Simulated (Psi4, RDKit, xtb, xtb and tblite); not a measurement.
Internal rotation in SMILES N#Cc1ccsc1-c1cccs1 (C₉H₅NS₂). Scanned: dihedral S6–C7–C8–S12; all other coordinates were relaxed at GFN2-xTB. Points at φ and −φ are mirror images.

Atom numbering (GFN2-xTB optimised geometry, Å):
```
17

N      0.9842    -2.8487     1.6787
C      1.2034    -1.8481     1.1607
C      1.5368    -0.6332     0.5423
C      2.8770    -0.1618     0.4855
C      2.9833     1.0263    -0.1526
S      1.4618     1.6142    -0.7064
C      0.6359     0.2247    -0.0664
C     -0.7773     0.1026    -0.2129
C     -1.6217     0.9943    -0.8318
C     -2.9643     0.5859    -0.8100
C     -3.1360    -0.6075    -0.1786
S     -1.6628    -1.2633     0.4059
H      3.7046    -0.7024     0.9085
H      3.8664     1.6047    -0.3375
H     -1.2755     1.9076    -1.2826
H     -3.7682     1.1526    -1.2437
H     -4.0477    -1.1480    -0.0188
```

Levels of theory: B3LYP-D3(BJ)/def2-SVP // GFN2-xTB (Psi4); MMFF94 // GFN2-xTB (RDKit); GFN2-xTB (xtb and tblite); UFF // GFN2-xTB (RDKit); GFN1-xTB // GFN2-xTB (xtb); PBE-D3(BJ)/def2-SVP // GFN2-xTB (Psi4).

Energies in kcal/mol, each method relative to its own lowest point.

```tsv
φ / °	B3LYP-D3(BJ)/def2-SVP	MMFF94	GFN2-xTB	UFF	GFN1-xTB	PBE-D3(BJ)/def2-SVP
-165	0.4	2.2	0.2	0.3	0.4	0.4
-150	0.5	1.1	0.8	0.2	1.1	0.7
-135	1.0	0.3	1.9	0.8	2.3	1.4
-120	1.9	0.0	3.2	2.1	3.7	2.4
-105	3.0	0.1	4.4	3.8	5.0	3.7
-90	3.6	0.3	4.9	4.4	5.5	4.3
-75	3.1	0.4	4.4	3.2	4.9	3.7
-60	1.9	0.3	3.1	1.5	3.6	2.4
-45	0.7	0.2	1.8	0.3	2.1	1.1
-30	0.1	0.7	0.8	0.0	0.9	0.3
-15	0.0	1.8	0.2	0.5	0.2	0.0
0	0.1	2.4	0.1	0.9	0.0	0.0
15	0.0	1.8	0.2	0.5	0.2	0.0
30	0.1	0.7	0.8	0.0	0.9	0.3
45	0.7	0.2	1.8	0.3	2.1	1.1
60	1.9	0.3	3.1	1.5	3.6	2.4
75	3.1	0.4	4.4	3.2	4.9	3.7
90	3.6	0.3	4.9	4.4	5.5	4.3
105	3.0	0.1	4.4	3.8	5.0	3.7
120	1.9	0.0	3.2	2.1	3.7	2.4
135	1.0	0.3	1.9	0.8	2.3	1.4
150	0.5	1.1	0.8	0.2	1.1	0.7
165	0.4	2.2	0.2	0.3	0.4	0.4
180	0.3	2.7	0.0	0.5	0.1	0.4
```

Root-mean-square difference from the PBE-D3(BJ)/def2-SVP profile, itself a level with limits, after the best constant shift (kcal/mol): B3LYP-D3(BJ)/def2-SVP 0.2, MMFF94 2.1, GFN2-xTB 0.3, UFF 0.5, GFN1-xTB 0.5.
